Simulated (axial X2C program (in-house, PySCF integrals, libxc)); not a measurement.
Potential curves of AlTe⁺, 2c

All values were computed with an axial X2C code built on PySCF integrals. Two-component (2c) means X2C with spin–orbit coupling and atomic mean-field two-electron Coulomb and Gaunt terms. Basis: Te dyall-cv3z [11s12p8d4f1g], Al dyall-v3z [8s8p2d1f] (cores contracted in-house); Gaussian nuclei, density fitting, unrestricted open shells. Masses: Te 129.906 u, Al 26.982 u.

State: Ω = 2 (⟨Sz⟩ = 0.98, ⟨Lz⟩ = 1.02 at HF). Energies in kJ/mol from the fragments at the same level (Te + Al+). Fits are polynomials in 1 − R0/R over 0.85 to 1.23 times the lowest point R0.

```csv
R (Å),CCSD(T),CCSD
2.3724,-39.96,-28.27
2.4506,-52.87,-41.32
2.5288,-59.46,-48.30
2.6070,-61.73,-51.19
2.6982,-60.98,-51.34
2.7895,-58.21,-49.57
2.9068,-53.42,-46.08
```

Correlated methods: 8 electrons correlated (number of frozen shells: Te 4 s, 3 p, 2 d; Al 2 s, 1 p), 224 virtual spin orbitals or spinors in MP2, 90 natural virtuals in coupled cluster.

One determinant describes the state; a PBE0 search over occupations chose it and may have missed a lower one. De is counted from the lowest determinant-based energies of the atoms at the same level, without counterpoise correction. Coupled cluster ran in a truncated set of natural virtual spinors; the MP2 energy of the rest was added. (T) has no such correction and the atoms are truncated less, which lowers De at CCSD(T) by a hundredth of an eV or more. Other states lie close and PBE0, whose exact exchange favours high spin, may order them wrongly; the determinant shown need not be the ground state. The nearest other spin-free determinant of the search, M_S = 0, Λ = 1, lies 0.15 eV up at the distance of the search. With several unpaired electrons one determinant need not be a pure state. A state of lower Ω lies just above, and one determinant can place such states too high, so the state shown need not be the lowest. The search has Ω = 1 only 0.09 eV up. Open-shell Ω = 0 determinants with evenly filled partner blocks cannot be reached by this program, so the Ω shown need not be the lowest component. With the outer-core shells frozen, correlated bond lengths of heavy atoms tend to come out a few hundredths of an ångström too long. Coupled cluster ran on the points near the minimum only. MP2 and coupled cluster on one determinant become unreliable at the stretched end.

(1) Fit the CCSD(T) curve near its minimum: give the equilibrium distance, the harmonic wavenumber and the well depth.

(2) What are Re, ωe and De at the CCSD level?

Results:

(1) At CCSD(T), 2c: Re = 2.628 Å, ωe ≈ 222 cm⁻¹, De = 0.64 eV to Te + Al+; Be follows as 0.109 cm⁻¹.

(2) At CCSD, 2c: Re = 2.656 Å, ωe ≈ 196 cm⁻¹, De = 0.53 eV to Te + Al+; Be follows as 0.107 cm⁻¹.
